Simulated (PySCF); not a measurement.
**Computed properties of B(Br)(OH)2 (BBrH₂O₂), SMILES B(O)(O)Br**

B(Br)(OH)2 (BBrH₂O₂), SMILES OB(O)Br. The structure is a stationary point at PBE0-D3(BJ)/def2-SVP. One conformer was computed; it need not be the lowest. All values are computed for the isolated molecule unless a solvent is named; none is compared with measurement here.

**Structure.** The optimised structure has Cs symmetry. All 12 harmonic modes at PBE0-D3(BJ)/def2-SVP (PySCF) are real, so it is a minimum. With heavy atoms numbered as in [B:1]([Br:2])([OH:3])[OH:5], the shortest bond between them is B1–O3 at 1.345 Å and the longest B1–Br2 at 1.937 Å.

**Vibrations.** The strongest infrared lines (harmonic, unscaled, degenerate partners summed) lie at 1284 cm⁻¹ (481 km/mol, B 58 %, O 25 %, H 17 %), 1515 cm⁻¹ (339 km/mol, B 72 %, O 25 %), 472 cm⁻¹ (139 km/mol, H 79 %, B 20 %). The softest mode is at 297 cm⁻¹ and the zero-point energy is 22.1 kcal/mol.

**Electronic structure.** B3LYP/def2-TZVPD (PySCF) places the frontier levels at -8.20 and -0.67 eV, a gap of 7.53 eV, and gives a dipole moment of 1.96 D and a mean polarisability of 45.1 bohr³.

**Excitations.** TDA-CAM-B3LYP/def2-SVPD (PySCF) has S1 at 7.33 eV (169 nm, f = 0.070, bright); the most intense of the 10 singlets computed lies at 8.28 eV (f = 0.09). T1 (TDA) is at 7.10 eV, 0.23 eV under S1. No vertical singlet excitation falls in the visible range (under 3.1 eV).

**NMR.** GIAO shifts at B3LYP/pcSseg-1 (PySCF) (non-relativistic, atoms alike by connectivity averaged): ¹H at 4.4 ppm against TMS; ¹¹B at 17.3 ppm against BF3. Without spin–orbit terms, shifts of atoms bonded to Cl or Br come out too high.
